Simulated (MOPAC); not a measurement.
MOPAC input (PM7):

```
PM7 1SCF CHARGE=1 GEO-OK AUX(PRECISION=9) THREADS=1
ClSi

Si   -0.00000000 1   -0.00000000 1   -1.07781535 1
Cl    0.00000000 1    0.00000000 1    0.88761264 1
```

**Question.** What heat of formation does the run end on, and which ionisation energy by Koopmans theorem?

**Answer.** 232.40 kcal/mol; 17.98 eV.
